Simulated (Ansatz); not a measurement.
Input file for Ansatz (a quantum-chemistry and plane-wave program): U-wB97M-V/def2-TZVPP on Cl (SMILES [Cl]).

Ansatz 0.2 input:
```yaml
crystal:
  periodic: [false, false, false]
  atoms:
    - {symbol: Cl, position_ang: [0.00000000, 0.00000000, 0.00000000]}
basis:
  gaussian:
    orbitals: def2-TZVPP
hamiltonian:
  xc: {name: wB97M-V}
magnetization: {spin_polarized: true, initial_magnetization: 1}
```

**Question.** Predict the final total energy.

**Answer.** -460.1252 hartree.
